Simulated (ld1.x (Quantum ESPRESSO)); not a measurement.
# Ranking TM semilocal potentials for Re (Z = 75)

All share these settings but for the change named:

Re, norm-conserving Troullier–Martins (semilocal form), made with ld1.x (Quantum ESPRESSO) 7.5 (PBEsol, scalar-relativistic). Core [Kr] 4d10 4f14 5s2, reference 5p6 5d5 6s2 6p0. Waves: 6s (bound): rc 2.80 bohr; 5p (bound): rc 1.20 bohr; 5d (bound): rc 1.55 bohr. Local part: the d channel. Core correction: none.

Cutoff: the first of the cutoffs (Ry, on a coarse ladder) from which the occupation-weighted sum of valence levels, in a spherical-Bessel basis at the reference potential, stays within 10 and 1 mRy of its value at 400 Ry; the density cutoff is not measured.

The base gives 110 Ry.

Of 9 variants that were run, those that failed, showed a ghost or another fault, or gave nearly equal values are left out.

In the semilocal form every listed channel keeps its own potential, so the choice of the local channel does not act on these tests. It acts once the file is put into the separable form.

A variant can come out equal or close to the base.

(1) Rank these variants from softest to hardest (loose cutoff).
A. all radii scaled by about 0.80 (s 2.24, p 0.96, d 1.24 bohr)
B. core [Xe] 4f14, valence charge 7; reference 5d5 6s0 6p0; waves now 6p (bound): rc 2.25 bohr; 5d (bound): rc 2.30 bohr; 6s (bound): rc 1.85 bohr; local potential the s channel
C. wave 5d (bound): rc 1.55 bohr becomes 5d (bound): rc 1.02 bohr
D. wave 6s (bound): rc 2.80 bohr becomes 6s (bound): rc 2.22 bohr

## Answers

(1) B (30 Ry), D (110 Ry), C (200 Ry), A (230 Ry).
